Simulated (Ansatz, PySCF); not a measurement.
System: sum formula BHF, net charge 0, doublet state. It need not be the lowest isomer of its formula. 
Structure (B3LYP-D3(BJ)/def2-TZVP (Ansatz, a program for electronic structure) minimum search):
```xyz
3

B     -0.6180     0.4147     0.0242
F      0.5272    -0.2094    -0.0070
H     -1.6550    -0.1892    -0.0583
```
Charge 0, spin multiplicity 2.

Dipole moments at this geometry, in debye (magnitudes).

| level | program | dipole (D) |
|---|---|---|
| HF/def2-TZVPD | PySCF | 0.78 |
| SVWN5/def2-TZVPD | Ansatz | 0.65 |
| PBE/def2-TZVPD | PySCF | 0.59 |
| BLYP/def2-TZVPD | Ansatz | ? |
| BP86/def2-TZVPD | PySCF | 0.58 |
| r2SCAN/def2-TZVPD | Ansatz | 0.57 |
| B97M-V/def2-TZVPD | Ansatz | 0.52 |
| B3LYP/def2-TZVPD | Ansatz | 0.62 |
| BHLYP/def2-TZVPD | Ansatz | 0.70 |
| TPSSh/def2-TZVPD | PySCF | 0.60 |
| r2SCAN0/def2-TZVPD | Ansatz | 0.63 |
| MN15/def2-TZVPD | PySCF | 0.58 |
| CAM-B3LYP/def2-TZVPD | Ansatz | 0.66 |
| CCSD(T)/aug-cc-pVDZ | Ansatz | ? |

Question: Complete the blanks.

Answer: 
- BLYP/def2-TZVPD, dipole (D): 0.58
- CCSD(T)/aug-cc-pVDZ, dipole (D): 0.61
